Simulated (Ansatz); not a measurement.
`B1COCO1` at its PBE0-D4/def2-TZVP geometry, where that method's forces vanish. The species carries charge 0 and has multiplicity 1.

```xyz
10

B     1.1060    0.4580    0.0279
C    -0.2838    0.9463   -0.5192
O    -1.1838    0.0218    0.1019
C    -0.4614   -1.1056    0.4809
O     0.9056   -0.7339    0.6291
H     2.1935    0.9408   -0.0252
H    -0.5766    1.9594   -0.2329
H    -0.3497    0.8871   -1.6174
H    -0.8430   -1.4760    1.4351
H    -0.5067   -1.8979   -0.2803
```

(1) What forces (eV/Å) does PBE-D4/def2-TZVPP give on these atoms in Ansatz? (An estimate is asked.)

Answers

(1) Ansatz gave: 
```
B1   0.102  0.375 -0.179
C2   0.276  0.144 -0.083
O3  -0.703  0.117  0.114
C4  -0.214 -0.261  0.044
O5   0.574 -0.324  0.286
H6   0.126  0.036  0.005
H7  -0.068  0.226  0.042
H8  -0.006  0.017 -0.269
H9  -0.102 -0.105  0.222
H10  0.016 -0.226 -0.182
```
